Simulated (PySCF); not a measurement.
Spinor energies of Tb³⁷⁺ (terbium, charge +37)

Start: [Ar] 3d10. Calculated with PySCF 2.14 in an even-tempered Gaussian basis (18 s from 2.5 bohr⁻², ratio 2.6; 15 p from 3.3 bohr⁻², ratio 2.6; 10 d from 3.3 bohr⁻², ratio 2.6; 6 f from 3.3 bohr⁻², ratio 2.8): generalised Hartree-Fock with the X2C-1e Hamiltonian and a Gaussian nucleus; spin-orbit coupling (SO) screened by Boettger's factors.

| spinor shell | electrons | ε, screened SO (eV) | weight of nominal j (screened SO) | rms radius, screened SO (bohr) |
| --- | --- | --- | --- | --- |
| 1s1/2 | 2 | -53849.5 | 1.000 | 0.0245 |
| 2s1/2 | 2 | -10342.0 | 1.000 | 0.0987 |
| 2p1/2 | 2 | -9897.0 | 1.000 | 0.0844 |
| 2p3/2 | 4 | -9142.0 | 1.000 | 0.0909 |
| 3s1/2 | 2 | -3468.1 | 1.000 | 0.250 |
| 3p1/2 | 2 | -3276.8 | 1.000 | 0.241 |
| 3p3/2 | 4 | -3110.9 | 1.000 | 0.253 |
| 3d3/2 | 4 | -2792.0 | 1.000 | 0.225 |
| 3d5/2 | 6 | -2755.8 | 1.000 | 0.228 |

| quantity | screened SO |
| --- | --- |
| E (hartree) | -10887.17171 |
| M_J | 0 |
| ⟨J²⟩ | 0.000 |
| ⟨L²⟩ | 0.034 |
| ⟨S²⟩ | 0.034 |

Breit and QED terms are absent; they matter most for the inner s and p1/2 levels.

Densities and radii are taken from the X2C orbitals without a picture-change correction, which distorts them close to the nucleus.
